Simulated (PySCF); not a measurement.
# I⁴⁷⁺ (iodine, charge +47): Hartree-Fock from Schrödinger to Dirac-Coulomb-Breit

Occupied: 1s1/2, 2s1/2, 2p1/2. Hartree-Fock calculated with PySCF 2.14 in an even-tempered Gaussian basis (16 s from 8.5 bohr⁻², ratio 2.7; 12 p from 10 bohr⁻², ratio 2.7), Gaussian nucleus throughout. NR is non-relativistic, sf-X2C the spin-free one-electron X2C Hamiltonian, X2C adds the bare one-electron spin-orbit term, X2C-SNSO screens it by Boettger's factors, DC is four-component Dirac-Coulomb, and the Gaunt and Breit terms are added at first order (total energies over the DC spinors, levels after relaxing the spinors in that mean field). QED terms are absent. Levels marked empty are virtual spinors of this ion.

```csv
Hamiltonian,E (hartree)
X2C,-4214.4395
X2C-SNSO,-4213.7213
DC,-4215.1371
DC+Gaunt,-4211.6146
DC+Breit,-4211.7976
```

| level (eV) | X2C | X2C-SNSO | DC | DC+Gaunt | DC+Breit |
| --- | --- | --- | --- | --- | --- |
| 1s1/2 | -37497.3 | -37498.2 | -37520.7 | -37449.7 | -37452.0 |
| 2s1/2 | -8772.8 | -8773.1 | -8775.9 | -8768.9 | -8769.5 |
| 2p1/2 | -8620.1 | -8610.5 | -8612.9 | -8598.3 | -8600.1 |
| 2p3/2 (empty) | -8043.4 | -8047.5 | -8047.9 | -8040.6 | -8042.3 |
| 3s1/2 (empty) | -3642.2 | -3642.2 | -3643.0 | -3641.0 | -3641.3 |

Q: How large are the two-electron picture-change error of X2C and the Breit correction in the total energy?

A: X2C-1e lies 0.6976 hartree above Dirac-Coulomb; Gaunt adds 3.5224 and the full Breit term 3.3395 hartree.

Weight of the small component: 1s1/2 0.0383, 2s1/2 0.00892, 2p1/2 0.00888, 2p3/2 0.00839, 3s1/2 0.00367.

Koopmans' value for the highest occupied level at DC+Breit: 8600.1 eV, against an ionisation energy of 8601 ± 4 eV (theoretical estimate listed by NIST; NIST Atomic Spectra Database, ionization energies); the former lacks relaxation, correlation, QED and recoil.

The whole ladder took 80 s of wall time on 1 thread of Neoverse-N1 (shared host), launched as `OMP_NUM_THREADS=1 python relrun2.py TASK.json OUT` (a driver that calls PySCF for each Hamiltonian).

Dirac-Coulomb iterations, started from the X2C spinors:

```
with_ssss True, with_gaunt False, with_breit False
light speed = 137.03599967994
init E= -4197.07038356424
cycle= 1 E= -4215.13690776834  delta_E= -18.1  |g|= 1.13  |ddm|= 0.077
cycle= 2 E= -4215.13705131359  delta_E= -0.000144  |g|= 0.00395  |ddm|= 0.00131
cycle= 3 E= -4215.13705132317  delta_E= -9.58e-09  |g|= 4.15e-05  |ddm|= 2.21e-05
```
